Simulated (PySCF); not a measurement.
# Computed properties of Nb(O)(F)(Me)2 (C₂H₆FNbO), SMILES [CH3][Nb]([CH3])(=[O])[F], multiplicity 1

Nb(O)(F)(Me)2 (C₂H₆FNbO), SMILES [CH3][Nb]([CH3])(=[O])[F], multiplicity 1. Coordinates come from a PBE0-D3(BJ)/def2-SVP optimisation. The multiplicity is an assumed one; other spin states were not compared. The def2 effective core potentials stand for the cores of Nb; spin–orbit coupling is left out. One conformer was computed; it need not be the lowest. All values are computed for the isolated molecule unless a solvent is named; none is compared with measurement here.

**Structure.** The optimised structure has Cs symmetry. All 27 harmonic modes at PBE0-D3(BJ)/def2-SVP (PySCF) are real, so it is a minimum. With heavy atoms numbered as in [Nb:1](=[O:2])([F:3])([CH3:4])[CH3:8], the shortest bond between them is Nb1–O2 at 1.687 Å and the longest Nb1–C8 at 2.141 Å.

**Vibrations.** The strongest infrared lines (harmonic, unscaled, degenerate partners summed) lie at 1057 cm⁻¹ (183 km/mol, O 84 %, Nb 16 %), 714 cm⁻¹ (150 km/mol, F 71 %, Nb 20 %), 563 cm⁻¹ (78 km/mol, C 44 %, H 42 %, Nb 14 %). The softest mode is at 52 cm⁻¹ and the zero-point energy is 46.7 kcal/mol.

**Electronic structure.** B3LYP/def2-TZVP (PySCF) places the frontier levels at -8.29 and -2.34 eV, a gap of 5.95 eV, and gives a dipole moment of 2.76 D and a mean polarisability of 67.7 bohr³. PBE/def2-TZVP (PySCF) at the same geometry gives -7.10 and -2.95 eV, so its gap is 1.80 eV narrower. An orbital gap is neither the optical nor the fundamental gap.

**Excitations.** TDDFT-M06-2X/def2-SVPD (PySCF) has S1 at 4.31 eV (288 nm, f = 0.002, weak); the most intense of the 10 singlets computed lies at 5.53 eV (f = 0.03). T1 (TDA) is at 4.06 eV. TDDFT-PBE/def2-SVPD (PySCF) puts S1 at 4.24 eV. No vertical singlet excitation falls in the visible range (under 3.1 eV).
